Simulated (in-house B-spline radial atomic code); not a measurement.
Values are calculated unless marked as measured or tabulated.
## Cs in an electron gas of r_s = 2.07: phase shifts, screening, friction and resistivity

A nucleus sits in a uniform electron gas with a rigid positive background. The Kohn-Sham equations are solved self-consistently in the spin-unpolarised LDA (PW92), non-relativistic, on B-splines with outgoing waves at the boundary and partial waves to l = 8. The model has no lattice, no bands and no magnetic solution. Atomic units; δ_l are the phase shifts at the Fermi level, counted so that each bound state adds π, and good to about 0.0005. Heavy atoms are models without relativity.

The density parameter is r_s = 2.07 bohr, near that of the valence electrons of Al (3 per atom, density 2.7 g/cm³, mass 26.98 u, which gives r_s = 2.07).

```
l  δ_l (rad)
0    13.9030
1    11.4206
2     7.3545
3     0.1805
4     0.0168
5     0.0030
6     0.0005
7     0.0002
8     0.0000
```

Bound levels below the band bottom (hartree): s -6.999, p -5.313, d -2.396, s -0.5064, p -0.1218 and deeper ones.

Question: Check the Friedel sum rule, and say where the screening charge sits.

Answer: k_F = (9π/4)^(1/3)/r_s = 0.92713. The rule is Z = (2/π) Σ (2l + 1) δ_l. The terms are s 8.851, p 21.812, d 23.410, f 0.804 and 0.123 beyond, in all 55.000 against Z = 55. Bound states hold 10 s, 24 p, 20 d electrons, so the scattering states carry 1.00 in all; where a term is smaller than its bound count, the bound level has drawn weight out of the band.

Question: Find the transport cross section and the electronic stopping of a 5 keV Cs ion (mass 132.91 u).

Answer: σ_tr = (4π/k_F²) Σ (l + 1) sin²(δ_l − δ_(l+1)). The terms for l = 0 to 3 are 0.3751, 1.2746, 1.8139, 0.1062, all together 3.5709, so σ_tr = 14.619 × 3.5709 = 52.205 bohr². With n = 3/(4π r_s³) = 0.02692, the friction coefficient is Q = n k_F σ_tr = 1.3027. For v well below v_F = 0.927, dE/dx = Q v; with 24801 eV per u at v = 1, v = √(5000/(24801 × 132.91)) = 0.0389, so dE/dx = 0.05074 hartree/bohr = 26.1 eV/nm. The largest term couples the d and f waves.

Question: What residual resistivity would 1 atomic per cent of such centres give in Al?

Answer: Δρ = k_F n_i σ_tr/n in atomic units of 21.74 μΩ·cm. With one host atom per 3 electrons, n_i/n = 0.01/3, so Δρ = 0.9271 × 0.00333 × 52.205 × 21.74 = 3.51 μΩ·cm. This is an atom added to the gas, as on an interstitial site.

Question: On a substitutional site the background of one host ion, a sphere holding 3 charges, is taken out. The phase shifts for l = 0 to 4 become 13.6987, 11.2177, 6.7616, 0.0676, 0.0048. What follows?

Answer: The Friedel sum is now 52.01, for Z − 3 = 52. The sum in σ_tr is 2.7423, so σ_tr = 40.09 bohr² and Δρ = 2.69 μΩ·cm per atomic per cent, 0.77 times the value above. A real host ion scatters too, so this model doesn't give zero even for the host's own atom.
